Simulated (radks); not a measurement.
The numbers below are computed, except where a source is named.
Task: Neutral rubidium, [Kr] 5s1. Code: a radial shooting solver on a logarithmic mesh with Libxc functionals. Model: non-relativistic Kohn-Sham, exchange-only B88, spin-polarised, spherical densities, point nucleus. Every spin shell is full or empty, so the densities are truly spherical. Functionals are evaluated on that one density, not self-consistently. Rank these exchange functionals by their error against the exact value of the orbitals, and give that value: LDA, B88, PBEsol, revPBE, RPBE, OPTX, WC, revTPSS, SCAN, Tao-Mo, TASK.

Result: Exact: -97.7791 hartree. From best to worst, with 100 (|E| - |E exact|)/|E exact| (equal figures are ties): B88 +0.06, RPBE -0.16, revPBE -0.23, SCAN +0.25, Tao-Mo -0.68, revTPSS -0.82, OPTX +0.90, WC -0.95, TASK -2.42, PBEsol -2.50, LDA -5.47.
